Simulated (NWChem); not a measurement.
Molecule: MnHOF, sextet; SMILES [OH][Mn][F]

```xyz
4

Mn     0.0125     0.0273     0.0000
F      0.0040     1.8134     0.0000
O      0.0103    -1.7431     0.0000
H      0.0302    -2.6945     0.0000
```
Atoms are numbered in this order, from 1.

This is a stationary point of PBE0/def2-SVP, spin-unrestricted (NWChem), point group C*v. The spin multiplicity was typed, not searched, and may not be the lowest.

Problem. Is it a minimum? If not, what does it relax to?

Solution. No. It has an imaginary frequency of 299i cm⁻¹. Following that mode (on a finer grid) lowers the energy by 0.9 kcal/mol and ends, with real frequencies alone, at point group Cs:
```xyz
4

Mn     0.0136    -0.0271     0.0000
F     -0.0534     1.7579     0.0000
O      0.2038    -1.8140     0.0000
H     -0.4053    -2.5528     0.0000
```
